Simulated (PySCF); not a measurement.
Compound: C4H13N3Si.
Bonds: C1–N2, N2–C3, N2–Si4, Si4–N5, N5–C6, C6–C7, C7–N8, Si4–N8. Hydrogens: H9, H10, H11 on C1; H12, H13, H14 on C3; H15 on Si4; H16 on N5; H17, H18 on C6; H19, H20 on C7; H21 on N8.

Definitions: NICS(0) = −σiso at the ring centroid; NICS(1) = −σiso and NICS(1)zz = −σzz at ±1 Å along the ring normal z. Level: GIAO PBE0/pcSseg-1 (PySCF, non-relativistic, gas phase) on the PBE0-D3(BJ)/def2-SVP geometry, one conformer.

Ring bond lengths (Å), with Mayer bond orders in brackets: Si4–N5 1.740 (0.97), N5–C6 1.450 (0.98), C6–C7 1.530 (1.04), C7–N8 1.450 (0.97), N8–Si4 1.737 (0.92).

What do the NICS probes read (ppm)?

```json
{"ring": "Si4–N5–C6–C7–N8", "type": "5-membered ring with 2 N and Si; formal bonds all single", "NICS(0)": "-7.8", "NICS(1), two faces": "-3.1 / -2.6", "NICS(1)zz, two faces": "-3.6 / -2.5", "rms pucker (Å)": "0.15", "centre to ring atoms, mean (Å)": "1.33"}
```

What can be read from them?

- Si4–N5–C6–C7–N8: mean NICS(1)zz -3.0 ppm, shielded. Si4, C6, C7 have four or more neighbours, so the value isn't read as a sign of a π ring current. NICS(0) lies 5 ppm below the mean NICS(1).

List the ring angles and the Hirshfeld charges of the ring atoms.

- Si4–N5–C6–C7–N8: Si4 91.5° (+0.417 e), N5 112.0° (-0.260 e), C6 105.8° (-0.028 e), C7 105.8° (-0.027 e), N8 111.8° (-0.247 e); sum 527.0° against 540° for a flat convex ring.

How do the values depend on the level or the medium?

| level | NICS(0), Si4–N5–C6–C7–N8 | mean NICS(1)zz, Si4–N5–C6–C7–N8 |
| --- | --- | --- |
| PBE0/pcSseg-1, gas | -7.8 | -3.0 |
| WP04/pcSseg-1, gas | -7.6 | -2.3 |

The geometry is the same throughout.
